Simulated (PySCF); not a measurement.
PySCF job for C4H7NSi, SMILES C/C(C#N)=C/[SiH3], SMD-B3LYP/def2-SVP. Geometry optimised at PBE0-D3(BJ)/def2-SVP. A frequency run showed that this geometry is not a minimum. The structure was generated by enumeration; whether it is a known compound was not checked.

```python
import numpy as np
from pyscf import gto, scf, dft
from pyscf.solvent import smd

mol = gto.M(
    atom='''
    C     2.13171197   -0.89329659    0.77165586
    C     0.82320412   -0.31204404    0.32222064
    C     0.42677949    0.91342019    0.96472776
    N     0.11077359    1.90087820    1.48519825
    C     0.01712646   -0.84808329   -0.61765948
    Si   -1.62561560   -0.12459121   -1.18640832
    H     2.11252180   -1.10980173    1.85141143
    H     2.95451441   -0.18139317    0.60043568
    H     2.34815297   -1.82230572    0.22794723
    H     0.36537451   -1.78234709   -1.07592810
    H    -2.18020915   -1.01853205   -2.24499726
    H    -2.58500089   -0.05197144   -0.04510598
    H    -1.42508278    1.24450295   -1.74610276
    ''',
    basis='def2-SVP',
    charge=0,
    spin=0,
    max_memory=1600,
    verbose=3,
)
mf = dft.RKS(mol, xc='b3lyp').density_fit(auxbasis='def2-universal-jkfit')
mf.grids.level = 3
mf.conv_tol = 1e-9
mf.max_cycle = 100
mf.kernel()
res = {}
for name in ['water', '1-octanol', 'cyclohexanone']:
    s = mf.SMD()
    s.with_solvent.solvent, s.with_solvent.sasa_ng = name, 194
    s.kernel(mf.make_rdm1())
    res[name] = (s.e_tot, s.with_solvent.get_cds(), s.dip_moment(), s.mo_energy, s.converged)
    print(f'SMD {name}: dG(solv) = {(s.e_tot - mf.e_tot) * 627.509474:.3f} kcal/mol, of which CDS {res[name][1] * 627.509474:.3f}')
```

Output:

```
converged SCF energy = -500.616143731309
converged SCF energy = -500.61609404016
Dipole moment(X, Y, Z, Debye):  1.97105, -4.17559, -1.77225
SMD water: dG(solv) = 0.031 kcal/mol, of which CDS 5.593
converged SCF energy = -500.620630382618
Dipole moment(X, Y, Z, Debye):  1.89766, -4.00894, -1.69787
SMD 1-octanol: dG(solv) = -2.815 kcal/mol, of which CDS 1.982
converged SCF energy = -500.621500450979
Dipole moment(X, Y, Z, Debye):  1.92744, -4.07617, -1.72775
SMD cyclohexanone: dG(solv) = -3.361 kcal/mol, of which CDS 1.747
```

Self-consistency was reached.
